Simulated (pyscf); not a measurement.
F–W(F)(F)(F)(F)–SeH, singlet

Gas-phase minimum from PySCF at ωB97X-D3(BJ)/def2-SVP, one conformer. 

SMILES: [F][W]([F])([F])([F])([F])[SeH]
```xyz
8

F     -0.7215     1.6298    -2.4196
W     -0.3112     0.5244    -0.9688
F     -0.7593    -0.8493    -2.1219
F      0.4541     2.0500    -0.2595
F     -2.0370     0.8828    -0.4024
F      1.4145    -0.1063    -1.1130
Se    -0.4711    -0.7492     1.1263
H      0.8936    -1.2869     1.0804
```

Bond lengths (Å): F1–W2 1.869, W2–F3 1.849, W2–F4 1.848, W2–F5 1.851, W2–F6 1.843, W2–Se7 2.457, Se7–H8 1.468. Angles (°): F1–W2–F3 84.4, F1–W2–F4 84.3, F1–W2–F5 85.3, F1–W2–F6 110.3, F1–W2–Se7 162.5, F3–W2–F4 162.4, F3–W2–F5 96.2, F3–W2–F6 85.6, F3–W2–Se7 97.5, F4–W2–F5 96.2, F4–W2–F6 85.7, F4–W2–Se7 97.3, F5–W2–F6 164.4, F5–W2–Se7 77.2 (the first ones only).

Properties at ωB97X-D3(BJ)/def2-SVP:

```yaml
harmonic_wavenumbers_unscaled: 74, 77, 164, 197, 212, 237, 284, 298, 308, 321, 392, 658, 667, 702, 724, 726, 748, 2504 cm⁻¹
zero_point_energy: 13.3 kcal/mol
rotational_symmetry_number: 1
Entropy of this conformer at 298 K and 1 atm, rigid rotor and harmonic oscillator, modes under 100 cm⁻¹ raised to 100: 406.8 J/(mol K)
dipole_moment: 2.10 D
```

Single-point totals, which compare only within one level:

| level | total energy (hartree) |
|---|---|
| ωB97X-D3(BJ)/def2-TZVP | -2968.92916 |
| PBE/def2-TZVP | -2968.19284 |
| r²SCAN/def2-TZVP | -2968.80435 |
| B3LYP-D3(BJ)/def2-TZVP | -2969.02431 |
| PBE0-D3(BJ)/def2-TZVP | -2968.18462 |
| M06-2X/def2-TZVP | -2968.65669 |
| ωB97M-D3(BJ)/def2-TZVP | -2968.98214 |

Soft torsions are taken as harmonic, which can shift the entropy by several J/(mol K). Elements up to Kr have no core potential and no relativistic terms here. Elements past Kr carry the def2 core potentials, without spin-orbit coupling.
